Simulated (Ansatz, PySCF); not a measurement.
Noncovalent pair: AsH3 (SMILES [AsH3]) (first 4 atoms) with HBr (SMILES Br); geometry from B3LYP-D3(BJ)/def2-TZVP, rigid monomers moved along the line of their centres of mass till As1···H6 is 2.33 Å.
(charge 0, multiplicity 1):
```xyz
6

As    -0.246    -0.200     0.144
H     -0.931     0.733    -0.842
H     -0.416    -1.419    -0.748
H      1.145     0.109    -0.387
Br    -1.062    -0.238     3.827
H     -0.751    -0.223     2.421
```

Counterpoise-corrected where a basis set is named; no monomer relaxation. Rows marked so take none.

Correlated levels freeze the cores. Filled d and f shells under p-block atoms count as core. CBS: X⁻³ extrapolation of the correlation energy, Hartree–Fock from the larger set. Rows in 3-21G, 6-31G* carry no dispersion term and start afresh at each structure (6-31G* with six Cartesian d functions); the Pople sets are all-electron and without relativity.

Run with Ansatz (Gaussian basis) for Hartree–Fock, density functionals and correlated methods; PySCF for 3-21G rows, 6-31G* rows. 

### Question
Give the interaction energy at the level MP2/CBS(aug-cc-pVDZ, aug-cc-pVTZ).

### Answer
-2.1 kcal/mol

### Question
Predict the interaction energy from HF/6-31G* (no counterpoise).

### Answer
2.4 kcal/mol

### Question
Predict the interaction energy from HF/3-21G (no counterpoise).

### Answer
0.8 kcal/mol

Ansatz is a quantum-chemistry and plane-wave program.
